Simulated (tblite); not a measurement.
Species: C6H18Si4.
Numbering: `[CH3:1][C:2]#[C:3][SiH2:4][Si@@H:5]([CH2:6][CH2:7][CH3:8])[SiH2:9][SiH3:10]` (hydrogens: H11, H12, H13 on C1; H14, H15 on Si4; H16 on Si5; H17, H18 on C6; H19, H20 on C7; H21, H22, H23 on C8; H24, H25 on Si9; H26, H27, H28 on Si10)

Computed with GFN2-xTB (tblite), gas phase: L-BFGS steps from a force-field or distance-geometry start until the largest atomic force falls under 0.01 eV/Å.

Step 215: E = -784.7049 eV
```
atom  x, y, z in Å  |  force x, y, z in eV/Å
C1      5.2148    0.2339   -1.0633   -0.008   0.005   0.001
C2      4.0279    0.0754   -0.2506    0.045   0.007  -0.029
C3      3.0416   -0.0555    0.4292   -0.037  -0.003   0.024
Si4     1.5078   -0.2580    1.4304    0.003  -0.008  -0.006
Si5    -0.3250   -0.3204    0.0019   -0.006   0.000   0.008
C6     -1.6608   -1.4595    0.7669    0.009  -0.002   0.000
C7     -2.9305   -1.5182   -0.0722    0.002   0.006   0.002
C8     -3.9591   -2.4877    0.4992   -0.003   0.005   0.005
Si9    -1.2173    1.7791   -0.4992   -0.004   0.009  -0.009
Si10    0.3636    3.4525   -0.7076    0.001  -0.011  -0.011
H11     5.7229    1.1631   -0.8048    0.000  -0.003   0.007
H12     4.9445    0.2630   -2.1190   -0.007  -0.004  -0.001
H13     5.8966   -0.6004   -0.8961   -0.006   0.006   0.004
H14     1.7206   -1.4465    2.2700    0.010  -0.011   0.005
H15     1.4534    0.8989    2.3406    0.005   0.001   0.003
H16     0.0523   -1.0010   -1.2591    0.002   0.006  -0.003
H17    -1.2685   -2.4727    0.8822    0.009  -0.002   0.010
H18    -1.9152   -1.1112    1.7714   -0.007  -0.009  -0.010
H19    -2.6785   -1.8237   -1.0906    0.005   0.001   0.000
H20    -3.3681   -0.5184   -0.1289   -0.006   0.009  -0.015
H21    -4.8610   -2.4906   -0.1091   -0.005  -0.014   0.006
H22    -3.5569   -3.4988    0.5251   -0.002   0.001  -0.003
H23    -4.2295   -2.2029    1.5142   -0.003   0.009   0.003
H24    -2.0653    1.7288   -1.7044    0.005   0.002   0.004
H25    -2.1894    2.1524    0.5468   -0.002  -0.006   0.002
H26     1.7152    2.8831   -0.7357   -0.010   0.009   0.000
H27     0.2169    4.2552   -1.9245    0.003  -0.003  -0.005
H28     0.3262    4.4076    0.4014    0.004   0.003   0.009
```

Step 216: E = -784.7051 eV
```
atom  x, y, z in Å  |  force x, y, z in eV/Å
C1      5.2145    0.2415   -1.0640   -0.008   0.002   0.004
C2      4.0284    0.0768   -0.2512    0.052   0.012  -0.037
C3      3.0423   -0.0578    0.4280   -0.048  -0.004   0.032
Si4     1.5084   -0.2634    1.4287    0.002  -0.012  -0.008
Si5    -0.3254   -0.3237    0.0005    0.005  -0.006   0.011
C6     -1.6621   -1.4596    0.7685    0.007   0.000  -0.003
C7     -2.9310   -1.5196   -0.0717    0.004   0.009   0.000
C8     -3.9621   -2.4846    0.5024    0.000   0.005   0.002
Si9    -1.2137    1.7761   -0.5028   -0.018   0.016  -0.014
Si10    0.3662    3.4505   -0.7060    0.008  -0.010  -0.004
H11     5.7195    1.1718   -0.8032   -0.003  -0.002   0.004
H12     4.9441    0.2711   -2.1198   -0.007   0.000   0.001
H13     5.8996   -0.5902   -0.8987   -0.003   0.001   0.006
H14     1.7208   -1.4543    2.2655    0.010  -0.006   0.003
H15     1.4522    0.8918    2.3414    0.007  -0.003   0.001
H16     0.0487   -1.0071   -1.2600    0.004   0.006  -0.002
H17    -1.2706   -2.4730    0.8868    0.007   0.000   0.013
H18    -1.9173   -1.1076    1.7714   -0.005  -0.013  -0.009
H19    -2.6781   -1.8292   -1.0886    0.003  -0.002   0.001
H20    -3.3666   -0.5191   -0.1330   -0.007   0.009  -0.013
H21    -4.8636   -2.4862   -0.1062   -0.015  -0.014   0.003
H22    -3.5635   -3.4968    0.5308    0.004  -0.005  -0.003
H23    -4.2317   -2.1967    1.5165   -0.004   0.012   0.007
H24    -2.0579    1.7272   -1.7112    0.009   0.001   0.010
H25    -2.1891    2.1509    0.5399   -0.001  -0.009   0.001
H26     1.7177    2.8808   -0.7289   -0.008   0.010  -0.001
H27     0.2239    4.2521   -1.9238    0.003   0.000  -0.006
H28     0.3256    4.4057    0.4031    0.003   0.000   0.004
```

Task: Estimate the geometry and energy of step 217. (The exact step hangs on the optimiser's Hessian estimate; all steps are aligned on step 216, rigid shifts and turns removed.)

Result: E = -784.7053 eV, largest force 0.043 eV/Å
```
atom  x, y, z in Å  |  force x, y, z in eV/Å
C1      5.2145    0.2559   -1.0651   -0.006  -0.003   0.006
C2      4.0295    0.0802   -0.2530    0.031   0.014  -0.027
C3      3.0435   -0.0618    0.4252   -0.035   0.000   0.022
Si4     1.5091   -0.2729    1.4243    0.002  -0.014  -0.005
Si5    -0.3263   -0.3302   -0.0027    0.015  -0.009   0.011
C6     -1.6647   -1.4601    0.7711    0.002   0.000  -0.005
C7     -2.9328   -1.5219   -0.0700    0.005   0.012  -0.005
C8     -3.9682   -2.4796    0.5087    0.004   0.005  -0.002
Si9    -1.2078    1.7713   -0.5099   -0.031   0.021  -0.016
Si10    0.3722    3.4462   -0.7027    0.012  -0.005   0.005
H11     5.7132    1.1884   -0.8000   -0.006  -0.002  -0.001
H12     4.9444    0.2866   -2.1210   -0.009   0.006   0.004
H13     5.9053   -0.5715   -0.9028    0.000  -0.004   0.009
H14     1.7214   -1.4675    2.2565    0.011   0.001  -0.001
H15     1.4506    0.8788    2.3422    0.009  -0.009  -0.004
H16     0.0415   -1.0187   -1.2624    0.006   0.008   0.001
H17    -1.2748   -2.4735    0.8945    0.005   0.005   0.015
H18    -1.9207   -1.1020    1.7716   -0.001  -0.014  -0.005
H19    -2.6787   -1.8385   -1.0846   -0.003  -0.005   0.002
H20    -3.3652   -0.5203   -0.1392   -0.005   0.004  -0.010
H21    -4.8688   -2.4807   -0.1009   -0.021  -0.014   0.002
H22    -3.5745   -3.4935    0.5429    0.008  -0.004  -0.003
H23    -4.2376   -2.1852    1.5210   -0.004   0.015   0.006
H24    -2.0438    1.7255   -1.7246    0.010  -0.001   0.016
H25    -2.1892    2.1478    0.5270    0.000  -0.012  -0.003
H26     1.7234    2.8760   -0.7156   -0.002   0.009  -0.003
H27     0.2383    4.2465   -1.9222    0.003   0.002  -0.007
H28     0.3254    4.4022    0.4062    0.002  -0.005  -0.005
```

The energy changes by -0.0002 eV. The first-order estimate −F·Δx gives -0.0003 eV and the mean of the old and new forces, exact on a quadratic surface, -0.0002 eV. The step makes an angle of 88° with the force vector and moves no atom by more than 0.020 Å.

What follows is the cost of the whole relaxation. Hardware: one thread of an Arm Neoverse N1, no GPU, shared host with 64 logical CPUs at a one-minute load of 61. Cost: 8.1 s.
